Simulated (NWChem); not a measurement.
System: SeCl4; SMILES Cl[Se](Cl)(Cl)Cl

NWChem input:

```
start job
memory heap 200 mb stack 900 mb global 1100 mb
geometry units angstroms noautosym nocenter noautoz
  Se     0.000000     0.000000     0.373831
  Cl     1.720975     0.000000    -1.024115
  Cl     0.000000     2.343347     0.615945
  Cl    -1.720975     0.000000    -1.024115
  Cl     0.000000    -2.343347     0.615945
end
basis spherical
  * library def2-tzvp
end
dft
  xc b3lyp
  iterations 150
  semidirect filesize 400000000
end
property
  efieldgrad
end
task dft property
```

Parts of the log:

```
             Northwest Computational Chemistry Package (NWChem) 7.3.0
             --------------------------------------------------------

                             Geometry "geometry" -> ""
                             -------------------------

 Output coordinates in angstroms (scale by  1.889725989 to convert to a.u.)

  No.       Tag          Charge          X              Y              Z
 ---- ---------------- ---------- -------------- -------------- --------------
    1 Se                  34.0000     0.00000000     0.00000000     0.37383100
    2 Cl                  17.0000     1.72097500     0.00000000    -1.02411500
    3 Cl                  17.0000     0.00000000     2.34334700     0.61594500
    4 Cl                  17.0000    -1.72097500     0.00000000    -1.02411500
    5 Cl                  17.0000     0.00000000    -2.34334700     0.61594500

 Effective nuclear repulsion energy (a.u.)     795.8878860574

                              NWChem Property Module
                              ----------------------

  itol2e modified to match energy
  convergence criterion.

                                 NWChem DFT Module
                                 -----------------

 Summary of "ao basis" -> "ao basis" (spherical)
 ------------------------------------------------------------------------------
       Tag                 Description            Shells   Functions and Types
 ---------------- ------------------------------  ------  ---------------------
 Se                        def2-tzvp                16       48   6s5p4d1f
 Cl                        def2-tzvp                13       37   5s5p2d1f

  itol2e modified to match energy
  convergence criterion.

            General Information
            -------------------
          SCF calculation type: DFT
          Wavefunction type:  closed shell.
          No. of atoms     :     5
          No. of electrons :   102
           Alpha electrons :    51
            Beta electrons :    51
          Charge           :     0
          Spin multiplicity:     1
          Use of symmetry is: off; symmetry adaption is: off
          Maximum number of iterations: 150
          AO basis - number of functions:   196
                     number of shells:    68
          Convergence on energy requested:  1.00D-07
          Convergence on density requested:  1.00D-05
          Convergence on gradient requested:  5.00D-04

              XC Information
              --------------
                         B3LYP Method XC Potential
                     Hartree-Fock (Exact) Exchange  0.200
                        Slater Exchange Functional  0.800 local
                    Becke 1988 Exchange Functional  0.720 non-local
              Lee-Yang-Parr Correlation Functional  0.810
                  VWN I RPA Correlation Functional  0.190 local

             Grid Information
             ----------------
          Grid used for XC integration:  fine
          Radial quadrature: Mura-Knowles
          Angular quadrature: Lebedev.
          Tag              B.-S. Rad. Rad. Pts. Rad. Cut. Ang. Pts.
          ---              ---------- --------- --------- ---------
          Se                  1.15      140           8.0       974
          Cl                  1.00      123          12.0       770
          Grid pruning is: on
          Number of quadrature shells:   632
          Spatial weights used:  Erf1

      Superposition of Atomic Density Guess
      -------------------------------------

 Sum of atomic energies:       -4237.71728098

      Non-variational initial energy
      ------------------------------

 Total energy =   -4238.111260
 1-e energy   =   -7474.121473
 2-e energy   =    2440.122327
 HOMO         =      -0.317685
 LUMO         =      -0.078361

------------------------------------------------------------
EAF file 0: "./job.aoints.0" size=334495744 bytes
------------------------------------------------------------
               write      read    awrite     aread      wait
               -----      ----    ------     -----      ----
     calls:      638         0         0         0         0
   data(b): 3.34e+08  0.00e+00  0.00e+00  0.00e+00
   time(s): 0.00e+00  0.00e+00  0.00e+00  0.00e+00  0.00e+00
rate(mb/s): 0.00e+00  0.00e+00
------------------------------------------------------------

[...]

          -----------------------
          Electric field gradient
          -----------------------

 1 a.u. = 0.324123 10**(16) esu/cm**3  ( or statvolts/cm**2 ) = 0.97174 10**(22) v/m**2

 ------------------------------------------------------------
   Atom      X         Y         Z
 ------------------------------------------------------------
    1 Se   0.00000   0.00000   0.70644
 ------------------------------------------------------------

 Electric field gradient in molecular frame (a.u.)
         XX             YY             ZZ             XY             XZ             YZ
 ------------------------------------------------------------------------------------------
       -1.400922       0.178114       1.222808       0.000000      -0.000000       0.000000

 Principal components (a.u.) and orientation
 of principal axis w.r.t. absolute frame                      Asymmetry parameter eta
 --------------------------------------------------------------------------------------
       -1.400922       1.222808       0.178114                       0.745719

        1.000000      -0.000000       0.000000
       -0.000000       0.000000       1.000000
        0.000000       1.000000      -0.000000

 ------------------------------------------------------------
   Atom      X         Y         Z
 ------------------------------------------------------------
    2 Cl   3.25217   0.00000  -1.93530
 ------------------------------------------------------------

 Electric field gradient in molecular frame (a.u.)
         XX             YY             ZZ             XY             XZ             YZ
 ------------------------------------------------------------------------------------------
       -2.076648       2.501931      -0.425283       0.000000       2.988262       0.000000

 Principal components (a.u.) and orientation
 of principal axis w.r.t. absolute frame                      Asymmetry parameter eta
 --------------------------------------------------------------------------------------
       -4.351202       2.501931       1.849271                       0.149995

        0.795716       0.000000       0.605669
       -0.000000       1.000000      -0.000000
       -0.605669       0.000000       0.795716

 ------------------------------------------------------------
   Atom      X         Y         Z
 ------------------------------------------------------------
    3 Cl   0.00000   4.42828   1.16397
 ------------------------------------------------------------

 Electric field gradient in molecular frame (a.u.)
         XX             YY             ZZ             XY             XZ             YZ
 ------------------------------------------------------------------------------------------
        1.159305      -2.202890       1.043585       0.000000       0.000000      -0.781585

 Principal components (a.u.) and orientation
 of principal axis w.r.t. absolute frame                      Asymmetry parameter eta
 --------------------------------------------------------------------------------------
       -2.381256       1.221951       1.159305                       0.026308

       -0.000000       0.000003       1.000000
        0.974935      -0.222490       0.000001
        0.222490       0.974935      -0.000003

 ------------------------------------------------------------
   Atom      X         Y         Z
 ------------------------------------------------------------
    4 Cl  -3.25217   0.00000  -1.93530
 ------------------------------------------------------------

 Electric field gradient in molecular frame (a.u.)
         XX             YY             ZZ             XY             XZ             YZ
 ------------------------------------------------------------------------------------------
       -2.076648       2.501931      -0.425283       0.000000      -2.988262       0.000000

 Principal components (a.u.) and orientation
 of principal axis w.r.t. absolute frame                      Asymmetry parameter eta
 --------------------------------------------------------------------------------------
       -4.351201       2.501931       1.849271                       0.149995

        0.795716      -0.000000      -0.605669
       -0.000000       1.000000      -0.000000
        0.605669       0.000000       0.795716

 ------------------------------------------------------------
   Atom      X         Y         Z
 ------------------------------------------------------------
    5 Cl   0.00000  -4.42828   1.16397
 ------------------------------------------------------------

 Electric field gradient in molecular frame (a.u.)
         XX             YY             ZZ             XY             XZ             YZ
 ------------------------------------------------------------------------------------------
        1.159305      -2.202890       1.043585       0.000000       0.000000       0.781585

 Principal components (a.u.) and orientation
 of principal axis w.r.t. absolute frame                      Asymmetry parameter eta
 --------------------------------------------------------------------------------------
       -2.381256       1.221951       1.159305                       0.026308

       -0.000000       0.000001       1.000000
        0.974935       0.222491      -0.000000
       -0.222491       0.974935      -0.000001
```

Level: B3LYP/def2-TZVP. Structure relaxed at the PBE-D3(BJ)/def2-SVP level. NWChem prints the field gradient with the sign opposite to the second derivative of the potential.
